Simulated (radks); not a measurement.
Sb0.125+, configuration [Kr] 4d10 5s2 5p(up 2.875, down 0) (fractional occupations, a model configuration).

Method: scalar-relativistic Kohn-Sham, BLYP, spin-polarised, spherical densities, point nucleus; computed with a radial shooting solver on a logarithmic mesh with Libxc functionals.

Energy parts (eV):
total: -176387.130
kinetic: 184493.565
electron-nucleus: -426550.253
Hartree: 70316.262
exchange-correlation: -4646.705

Orbitals (lengths in bohr, moments of r in powers of bohr):
| orbital | occ. | eigenvalue (eV) | <r^2> | <1/r> |
|---|---|---|---|---|
| 1s up | 1 | -30311.05 | 0.001094 | 54.33 |
| 1s down | 1 | -30310.99 | 0.001094 | 54.33 |
| 2s up | 1 | -4612.934 | 0.01773 | 12.41 |
| 2s down | 1 | -4612.909 | 0.01773 | 12.41 |
| 2p up | 3 | -4141.623 | 0.01401 | 11.92 |
| 2p down | 3 | -4141.575 | 0.01401 | 11.92 |
| 3s up | 1 | -904.5593 | 0.1250 | 4.422 |
| 3s down | 1 | -904.5059 | 0.1250 | 4.422 |
| 3p up | 3 | -750.9630 | 0.1254 | 4.208 |
| 3p down | 3 | -750.9023 | 0.1254 | 4.208 |
| 3d up | 5 | -516.4904 | 0.1107 | 3.976 |
| 3d down | 5 | -516.4332 | 0.1106 | 3.976 |
| 4s up | 1 | -149.3144 | 0.7071 | 1.760 |
| 4s down | 1 | -149.1853 | 0.7069 | 1.760 |
| 4p up | 3 | -102.2770 | 0.8301 | 1.602 |
| 4p down | 3 | -102.1440 | 0.8288 | 1.602 |
| 4d up | 5 | -34.1030 | 1.266 | 1.291 |
| 4d down | 5 | -33.8604 | 1.249 | 1.296 |
| 5s up | 1 | -14.0881 | 5.597 | 0.5823 |
| 5s down | 1 | -12.6820 | 5.593 | 0.5876 |
| 5p up | 2.875 | -5.9953 | 9.413 | 0.4490 |
| 5p down | 0 | -4.5998 | 10.33 | 0.4374 |

The highest occupied level is 5p up at -5.995 eV. Summed over all electrons, <r^2> = 59.45 bohr^2, which gives a Langevin (diamagnetic) susceptibility term of -47.1 x 10^-6 cm^3/mol. The density falls to 0.001 e/bohr^3 at r = 4.62 bohr. Spin moment in Bohr magnetons: 2.875.
